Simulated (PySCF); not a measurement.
C2H5S, SMILES C[CH]S, multiplicity 2.

The structure is a stationary point at r2SCAN-D4/def2-TZVP. The isomer is the one that the SMILES or the coordinates give; other isomers of the formula were not compared. One conformer was computed; it need not be the lowest.

The numbers are results of TDA-PBE0/def2-SVPD run with PySCF, not measurements.

Vertical excitations. 

Computed lowest excited states:
```
state    energy (eV)  λ (nm)      f                                                main pairs
-------  -----------  ------  -----  --------------------------------------------------------
root 1          3.75     331  0.002                                          α HOMO→LUMO 89 %
root 2          4.46     278  0.008                                        α HOMO→LUMO+1 89 %
root 3          4.88     254  0.004                                        α HOMO→LUMO+2 85 %
root 4          5.08     244  0.075                                          β HOMO→LUMO 90 %
root 5          5.26     236  0.004                                        α HOMO→LUMO+3 90 %
root 6          5.79     214  0.013                                        α HOMO→LUMO+4 96 %
root 7          6.16     201  0.008  α HOMO→LUMO+5 74 %, β HOMO−1→LUMO 7 %, β HOMO→LUMO+1 5 %
root 8          6.36     195  0.001                    α HOMO→LUMO+5 10 %, β HOMO→LUMO+1 64 %
root 9          6.45     192  0.008                                        β HOMO−1→LUMO 78 %
root 10         6.54     190  0.004                                        α HOMO→LUMO+6 87 %
```
Unrestricted roots are not spin-pure.
